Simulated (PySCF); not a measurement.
C₆H₁₁F₃Si, SMILES CC(C)(C)/C=C\[Si](F)(F)F, GFN2-xTB optimised geometry.

```
21

C      1.65    -1.16     3.33
C      0.29    -0.46     3.47
C     -0.21    -0.62     4.91
C      0.44     1.03     3.16
C     -0.69    -1.15     2.55
C     -0.85    -1.00     1.24
Si     0.01     0.08     0.00
F      1.60     0.08     0.00
F     -0.35     1.63     0.00
F     -0.36    -0.39    -1.47
H      2.03    -1.05     2.31
H      2.36    -0.72     4.02
H      1.56    -2.22     3.55
H      0.49    -0.16     5.61
H     -0.31    -1.67     5.17
H     -1.18    -0.14     5.03
H      1.00     1.51     3.96
H     -0.54     1.51     3.10
H      0.97     1.19     2.23
H     -1.30    -1.89     3.05
H     -1.60    -1.63     0.78
```

Density from PBE/def2-SVP run with PySCF 2.14.0 at that geometry.

Minimum of the electron density along straight lines between bonded atoms, close to the bond critical point (lines longer than 1.1 times the sum of covalent radii, or with two minima, are not listed):

| bond | length / Å | ρ at the minimum / e bohr⁻³ | ∇²ρ there / e bohr⁻⁵ | position (fraction from the first atom) |
|---|---|---|---|---|
| C1–C2 | 1.536 | 0.235 | -0.50 | 0.50 |
| C2–C3 | 1.533 | 0.240 | -0.52 | 0.50 |
| C2–C4 | 1.530 | 0.240 | -0.52 | 0.50 |
| C2–C5 | 1.506 | 0.253 | … | 0.49 |
| C5–C6 | 1.332 | 0.334 | -0.85 | 0.51 |
| C6–Si7 | 1.856 | 0.122 | 0.32 | 0.61 |
| Si7–F8 | 1.592 | 0.125 | 1.18 | 0.42 |
| Si7–F9 | 1.590 | 0.126 | 1.17 | 0.42 |
| Si7–F10 | 1.590 | 0.126 | 1.17 | 0.42 |
| C1–H11 | 1.086 | 0.277 | -1.02 | 0.63 |
| C1–H12 | 1.087 | 0.274 | -0.99 | 0.63 |
| C1–H13 | 1.088 | 0.274 | -0.99 | 0.63 |
| C3–H14 | 1.087 | 0.275 | -0.99 | 0.63 |
| C3–H15 | 1.088 | 0.274 | -0.99 | 0.63 |
| C3–H16 | 1.088 | 0.274 | -0.99 | 0.63 |
| C4–H17 | 1.088 | 0.274 | -0.99 | 0.63 |
| C4–H18 | 1.087 | 0.275 | -1.00 | 0.63 |
| C4–H19 | 1.085 | 0.276 | -1.00 | 0.63 |
| C5–H20 | 1.084 | 0.281 | -1.05 | 0.64 |
| C6–H21 | 1.085 | 0.274 | -0.99 | 0.63 |

Task: What belongs in the gaps?

Result: 
- C2–C5, ∇²ρ there / e bohr⁻⁵: -0.57
